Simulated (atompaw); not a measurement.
**Scattering properties, PAW (atompaw) potential for Sn**

Sn (Z = 50), PAW, made with atompaw 4.2.0.5 (PBEsol, scalar-relativistic). Core [Kr] 4d10, reference 5s2 5p1.5 (charge +0.5). Waves: 5s (bound): rc 3.00 bohr; 5s channel at 1.45 Ry: rc 3.00 bohr; 5p (bound): rc 3.00 bohr; 5p channel at 0.75 Ry: rc 3.00 bohr; 5d channel at 0.45 Ry: rc 2.30 bohr; 5d channel at 3.1 Ry: rc 3.00 bohr. Local part: troulliermartins scheme with l = 3 at 0 Ry, radius 2.90 bohr. Core correction: smooth core density matched at 2.25 bohr. Augmentation charge: sinc compensation charge, radius 2.60 bohr; PAW radius 3.00 bohr; waves and projectors: custom rrkj gramschmidtortho.

The phase is arctan(r·u′/u) with u = r·R(r), unwrapped; energies in Ry, scanned from -3 to 5 Ry. A pole is an energy at which the radial function vanishes at the test radius. The pseudo phase is shifted by a multiple of π to meet the all-electron one at the reference energy, and phase errors are pseudo minus all-electron; the curves can meet again beyond the range given. Levels narrower than the energy grid can be missing from the lists of poles.

```json
{"channel": "s", "radius (bohr)": "3.01", "reference energy (Ry)": "-1.04", "poles, all-electron": "-0.38", "poles, pseudo": "-0.39, 2.58", "unbroken range about the reference energy with phases within 0.05 rad": "below 2.0", "phase error 1 Ry above the reference energy (rad)": "-0.001"}
{"channel": "p", "radius (bohr)": "3.01", "reference energy (Ry)": "-0.50", "poles, all-electron": "0.63", "poles, pseudo": "0.63, 4.84", "unbroken range about the reference energy with phases within 0.05 rad": "below 2.6", "phase error 1 Ry above the reference energy (rad)": "-0.000"}
{"channel": "d", "radius (bohr)": "3.01", "reference energy (Ry)": "0.45", "poles, all-electron": "-2.15, 2.44", "poles, pseudo": "1.70, 2.44", "unbroken range about the reference energy with phases within 0.05 rad": "-2.0 to 1.7", "phase error 1 Ry above the reference energy (rad)": "-0.004"}
```

Phases in the p channel:

```json
{"E (Ry)": "-3.00", "all-electron": "1.343", "pseudo": "1.343"}
{"E (Ry)": "-2.52", "all-electron": "1.311", "pseudo": "1.310"}
{"E (Ry)": "-2.04", "all-electron": "1.261", "pseudo": "1.260"}
{"E (Ry)": "-1.56", "all-electron": "1.166", "pseudo": "1.166"}
{"E (Ry)": "-1.08", "all-electron": "0.916", "pseudo": "0.916"}
{"E (Ry)": "-0.60", "all-electron": "-0.240", "pseudo": "-0.240"}
{"E (Ry)": "-0.12", "all-electron": "-1.272", "pseudo": "-1.272"}
{"E (Ry)": "0.36", "all-electron": "-1.506", "pseudo": "-1.506"}
{"E (Ry)": "0.84", "all-electron": "-1.611", "pseudo": "-1.611"}
{"E (Ry)": "1.32", "all-electron": "-1.687", "pseudo": "-1.687"}
{"E (Ry)": "1.80", "all-electron": "-1.766", "pseudo": "-1.768"}
{"E (Ry)": "2.28", "all-electron": "-1.884", "pseudo": "-1.898"}
{"E (Ry)": "2.76", "all-electron": "-2.147", "pseudo": "-2.247"}
{"E (Ry)": "3.24", "all-electron": "-3.074", "pseudo": "-3.656"}
{"E (Ry)": "3.72", "all-electron": "-4.131", "pseudo": "-4.391"}
{"E (Ry)": "4.20", "all-electron": "-4.428", "pseudo": "-4.583"}
{"E (Ry)": "4.68", "all-electron": "-4.545", "pseudo": "-4.684"}
```
